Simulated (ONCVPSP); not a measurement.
## Varying the ONCV potential for Co

Base potential:

| Quantity | Value |
| --- | --- |
| Element | cobalt |
| Generator | ONCVPSP 4.0.1 |
| Type | optimised norm-conserving Vanderbilt (ONCV) |
| Functional | PW91 |
| Relativity | scalar-relativistic |
| Frozen core | [Ne] |
| Valence charge | 17 |
| Reference configuration | 3s2 3p6 3d7 4s1 (charge +1) |
| Partial waves | 3s+4s: rc 1.45 bohr, ncon 4, nbas 8, qcut 10.8 1/bohr, 3 projectors, debl 3.3 Ha; 3p: rc 0.85 bohr, ncon 4, nbas 8, qcut 11.4 1/bohr, 2 projectors, debl 3.5 Ha; 3d: rc 1.70 bohr, ncon 4, nbas 9, qcut 9.7 1/bohr, 2 projectors, debl 1.2 Ha |
| Local potential | polynomial inside 0.60 bohr (lpopt 5, dvloc0 2 Ha) |
| Core correction | Teter function, fcfact 3, rcfact 1.65 |

All-electron outer shells of the reference configuration (PW91, scalar-relativistic, ld1.x):

| shell | level (eV) | outermost node (bohr) | outermost maximum (bohr) |
| --- | --- | --- | --- |
| 2p | -779.04 | – | 0.17 |
| 3s | -111.24 | 0.31 | 0.66 |
| 3p | -74.54 | 0.28 | 0.68 |
| 3d | -17.05 | – | 0.66 |
| 4s | -12.83 | 0.96 | 2.18 |

Cutoffs, loose and tight: the cutoffs (Ha) at which the residual kinetic energy of the hardest occupied pseudo-wave falls to 1 and 0.1 mHa per electron. They do not see the model core or the augmentation charge, which bear on the density cutoff. Test errors are all-electron minus pseudo excitation energies from the reference, over the configurations 3s2 3p6 3d7 4s2; 3s2 3p6 3d7 4s0; 3s2 3p6 3d6 4s0; 3s2 3p6 3d6 4s2 4p1. A dash means not determined; rows that change the core or the reference have their own tests.

```json
{"change": "base", "outcome": "generated", "cutoff, loose": "48 Ha", "cutoff, tight": "116 Ha", "bound ghosts": "none", "GHOST(+) flags above zero": "s", "largest test error (meV)": "+139"}
{"change": "d: rc 1.16", "outcome": "generated", "cutoff, loose": "136 Ha", "cutoff, tight": "230 Ha", "bound ghosts": "none", "GHOST(+) flags above zero": "s", "largest test error (meV)": "+36"}
{"change": "d: rc 1.3", "outcome": "generated", "cutoff, loose": "48 Ha", "cutoff, tight": "160 Ha", "bound ghosts": "none", "GHOST(+) flags above zero": "s", "largest test error (meV)": "+54"}
{"change": "d: rc 1.6", "outcome": "generated", "cutoff, loose": "48 Ha", "cutoff, tight": "116 Ha", "bound ghosts": "none", "GHOST(+) flags above zero": "s", "largest test error (meV)": "+113"}
{"change": "d: rc 1.76", "outcome": "generated", "cutoff, loose": "48 Ha", "cutoff, tight": "116 Ha", "bound ghosts": "none", "GHOST(+) flags above zero": "s", "largest test error (meV)": "+155"}
{"change": "d: rc 1.94", "outcome": "generated", "cutoff, loose": "48 Ha", "cutoff, tight": "116 Ha", "bound ghosts": "none", "GHOST(+) flags above zero": "s", "largest test error (meV)": "+209"}
{"change": "d: rc 2.02", "outcome": "generated", "cutoff, loose": "48 Ha", "cutoff, tight": "116 Ha", "bound ghosts": "none", "GHOST(+) flags above zero": "s", "largest test error (meV)": "+236"}
{"change": "d: rc 2.18", "outcome": "generated", "cutoff, loose": "48 Ha", "cutoff, tight": "116 Ha", "bound ghosts": "none", "GHOST(+) flags above zero": "s", "largest test error (meV)": "+286"}
{"change": "d: rc 2.3", "outcome": "generated", "cutoff, loose": "48 Ha", "cutoff, tight": "116 Ha", "bound ghosts": "none", "GHOST(+) flags above zero": "s", "largest test error (meV)": "+332"}
{"change": "d: rc 2.5", "outcome": "generated", "cutoff, loose": "48 Ha", "cutoff, tight": "116 Ha", "bound ghosts": "none", "GHOST(+) flags above zero": "s", "largest test error (meV)": "+359"}
```

Task: What comes out with this change to the base: d: rc 1.48?

Result: outcome: generated; cutoff, loose: 48 Ha; cutoff, tight: 116 Ha; bound ghosts: none; GHOST(+) flags above zero: s; largest test error (meV): +86.

Reading the sweep of the d radius (base included, trends over the rows without a ghost): The loose cutoff falls from 136 Ha at 1.16 to 48 Ha at 2.5 bohr. A larger radius leaves more room for a smooth pseudo-wave, so fewer plane waves are needed; a smaller one forces it to follow the all-electron wave where it bends sharply. The median size of the test errors (rows with all tests solved) rises from 6.9 meV at 1.16 to 125.8 meV at 2.5 bohr. More of the atom is replaced by a form fitted at one configuration, so other configurations suffer as the radius grows.
